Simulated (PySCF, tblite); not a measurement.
Isomers of C3H10FNSi, one GFN2-xTB conformer each. Single-point energies are computed at PBE0/pcSseg-1 (PySCF, gas phase, no added dispersion term), electronic only.

```
     SMILES  GFN2-xTB relative energy (kJ/mol)
NCC[SiH2]CF                              210.8
N[SiH2]CCCF                               99.4
NCCC[SiH2]F                                0.0
```

Conformers: `[NH2:1][CH2:2][CH2:3][SiH2:4][CH2:5][F:6]` with H–N1–C2–C3 169° and -71°, N1–C2–C3–Si4 -41°, C2–C3–Si4–C5 88°, C3–Si4–C5–F6 162°; `[NH2:1][SiH2:2][CH2:3][CH2:4][CH2:5][F:6]` with H–N1–Si2–C3 -175° and 46°, N1–Si2–C3–C4 58°, Si2–C3–C4–C5 -178°, C3–C4–C5–F6 180°; `[NH2:1][CH2:2][CH2:3][CH2:4][SiH2:5][F:6]` with H–N1–C2–C3 60° and -59°, N1–C2–C3–C4 -178°, C2–C3–C4–Si5 -64°, C3–C4–Si5–F6 -165°.

Question: What does PBE0/pcSseg-1 give for the same structures?

Answer: 
```csv
SMILES,PBE0/pcSseg-1 E (Eh),PBE0/pcSseg-1 (kJ/mol),GFN2-xTB (kJ/mol),point group
NCCC[SiH2]F,-564.00754,0.0,0.0,C1
N[SiH2]CCCF,-563.97807,77.4,99.4,C1
NCC[SiH2]CF,-563.93860,181.0,210.8,C1
```

Both levels put the same isomer lowest; measured from each level's own lowest isomer, the values differ by up to 29.8 kJ/mol (NCC[SiH2]CF: 210.8 against 181.0). As drawn, the lowest has an Si–F bond, which the highest lacks.

Question: Which frontier levels, dipoles and rotational constants go with these structures?

Answer: 
| SMILES | HOMO (eV, PBE0/pcSseg-1) | LUMO (eV) | dipole (D) | A, B, C (MHz) |
| --- | --- | --- | --- | --- |
| NCCC[SiH2]F | -6.92 | 0.28 | 2.14 | 8508, 1046, 982.8 |
| N[SiH2]CCCF | -7.39 | 0.86 | 2.56 | 6973, 1020, 945.8 |
| NCC[SiH2]CF | -7.37 | 0.86 | 4.21 | 5190, 1460, 1264 |

Question: What happens when harmonic zero-point energies from GFN2-xTB frequencies are added?

Answer: 
| SMILES | ZPE (kJ/mol) | electronic (kJ/mol) | with ZPE (kJ/mol) |
| --- | --- | --- | --- |
| NCCC[SiH2]F | 337.8 | 0.0 | 0.0 |
| N[SiH2]CCCF | 332.8 | 77.4 | 72.4 |
| NCC[SiH2]CF | 333.9 | 181.0 | 177.1 |

The zero-point energies span 5.0 kJ/mol. The order is unchanged.
